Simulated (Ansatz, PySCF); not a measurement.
Pb(Br)2 cation (Br2Pb), SMILES [Pb]([Br])[Br] (connectivity only; charge and spin as stated), charge +1, multiplicity 2. Atoms are numbered in the order given.

```xyz
3

Pb     0.0000     0.0000     1.0457
Br     0.0000     1.4789    -1.2262
Br     0.0000    -1.4789    -1.2262
```
Charge +1, spin multiplicity 2.

The structure is a stationary point at PBE0-D3(BJ)/def2-SVP. The multiplicity is an assumed one; other spin states were not compared. The isomer is the one that the SMILES or the coordinates give; other isomers of the formula were not compared. The def2 effective core potentials stand for the cores of Pb; spin–orbit coupling is left out.

Two levels are set side by side: PBE-D3(BJ)/def2-SVP (Ansatz, a quantum-chemistry and plane-wave program) and PBE0-D3(BJ)/def2-SVP (Ansatz). Each level has its own optimised geometry; the coordinates shown are those of the second. Frequencies come from the Hessian of PySCF at each geometry. Differences are taken from unrounded values.

```csv
quantity,PBE0-D3(BJ)
mean bond length (Å),2.711
bond Pb1–Br2 (Å),2.711
bond Pb1–Br3 (Å),2.711
highest harmonic wavenumber (cm⁻¹),216
mean harmonic wavenumber (cm⁻¹),162
zero-point energy (kcal/mol),0.69
```

Problem. What does PBE-D3(BJ) give, and how far is it from PBE0-D3(BJ)? (An estimate is asked for; the answer gives what the named calculation found.)

Solution. 
| quantity | PBE-D3(BJ) | PBE-D3(BJ) minus PBE0-D3(BJ) |
|---|---|---|
| mean bond length (Å) | 2.731 | 0.020 |
| bond Pb1–Br2 (Å) | 2.731 | 0.020 |
| bond Pb1–Br3 (Å) | 2.731 | 0.020 |
| highest harmonic wavenumber (cm⁻¹) | 206 | -10 |
| mean harmonic wavenumber (cm⁻¹) | 155 | -7 |
| zero-point energy (kcal/mol) | 0.67 | -0.03 |

GGA bonds tend to be longer and softer than those of functionals with exact exchange. Differences between two approximate levels are no errors against the true value.
